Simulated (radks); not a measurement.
Results of a calculation; reference values are marked as such.
The phosphorus anion P3-, [Ar], held by a Watson sphere: a shell of charge +3 at radius R that stands for the Madelung well of a crystal (potential energy -3/R inside, -3/r outside, in hartree with lengths in bohr). Code: a radial shooting solver on a logarithmic mesh with Libxc functionals. Model: scalar-relativistic Kohn-Sham, LDA (Slater exchange, Perdew-Wang correlation), spin-polarised, spherical densities, point nucleus. Response by self-consistent Sternheimer equations with the Hartree and adiabatic LDA kernel, the relativistic mass of each level held fixed and spin-orbit coupling left out. The sphere does not respond.

R (bohr)  e(2p) (eV)  e(3s) (eV)  e(3p) (eV)  <r> 3p (bohr)  sum of <r^2> (bohr^2)  X-ray form factor at sin(theta)/lambda = 0.2 1/angstrom  alpha (bohr^3)
2.84         -120.76     -13.939      -6.451          2.584                  59.65                                                   10.348           52.12
3.28         -120.73     -12.850      -5.607          2.757                  67.18                                                   10.231           72.08
3.7          -120.65     -12.029      -4.902          2.919                  74.66                                                   10.186           98.08
3.86         -120.61     -11.766      -4.661          2.979                  77.60                                                   10.180           110.1
4.21         -120.51     -11.272      -4.184          3.110                  84.23                                                   10.182           141.5
4.59         -120.39     -10.844      -3.739          3.249                  91.80                                                   10.197           184.4
